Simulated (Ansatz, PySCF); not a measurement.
This Ansatz (a quantum-chemistry and plane-wave program) input computes a SVWN5/def2-TZVPD energy:

Ansatz 0.2 input:
```yaml
crystal:
  periodic: [false, false, false]
  atoms:
    - {symbol: Si, position_ang: [-0.11195686, -0.08544414, -0.86256966]}
    - {symbol: Br, position_ang: [0.21229064, 0.12581020, 1.37064662]}
    - {symbol: N, position_ang: [1.47579977, -0.51939975, -1.41903468]}
    - {symbol: N, position_ang: [-0.83656194, 1.37641757, -1.33586308]}
    - {symbol: N, position_ang: [-1.11075077, -1.35739514, -1.36535778]}
    - {symbol: H, position_ang: [2.16638345, 0.22338293, -1.29676574]}
    - {symbol: H, position_ang: [-1.25600116, 1.48575882, -2.24474515]}
    - {symbol: H, position_ang: [-0.66741868, 2.24833677, -0.86399693]}
    - {symbol: H, position_ang: [-0.71503131, -2.27181803, -1.51459084]}
    - {symbol: H, position_ang: [-2.09011781, -1.39015833, -1.13476880]}
basis:
  gaussian:
    orbitals: def2-TZVPD
hamiltonian:
  xc: {name: SVWN5}
magnetization: {spin_polarized: true, initial_magnetization: 1}
output: {forces: true}
```

Q: Write an input for the same energy in PySCF and say what it gives.

A: 
```python
from pyscf import gto, scf, dft

mol = gto.M(
    atom='''
    Si   -0.11195686   -0.08544414   -0.86256966
    Br    0.21229064    0.12581020    1.37064662
    N     1.47579977   -0.51939975   -1.41903468
    N    -0.83656194    1.37641757   -1.33586308
    N    -1.11075077   -1.35739514   -1.36535778
    H     2.16638345    0.22338293   -1.29676574
    H    -1.25600116    1.48575882   -2.24474515
    H    -0.66741868    2.24833677   -0.86399693
    H    -0.71503131   -2.27181803   -1.51459084
    H    -2.09011781   -1.39015833   -1.13476880
    ''',
    basis='def2-tzvpd',
    charge=0,
    spin=1,
    verbose=4,
)

mf = dft.UKS(mol, xc='svwn').density_fit(auxbasis='def2-universal-jkfit')
mf.grids.level = 3
mf.conv_tol = 1e-9
mf.max_cycle = 100
mf.max_memory = 1500
mf.kernel()
if not mf.converged:
    mf = mf.newton()
    mf.kernel(mf.make_rdm1())
for _ in range(2):
    mo, _, stable, _ = mf.stability(return_status=True)
    if stable:
        break
    mf.kernel(mf.make_rdm1(mo, mf.mo_occ))
mf.analyze()
```
It gives -3025.03250 Eh, and Ansatz -3025.03239 Eh, a difference of 0.11 mEh, from the treatment of integrals and grids.

It need not be the lowest isomer of its formula.
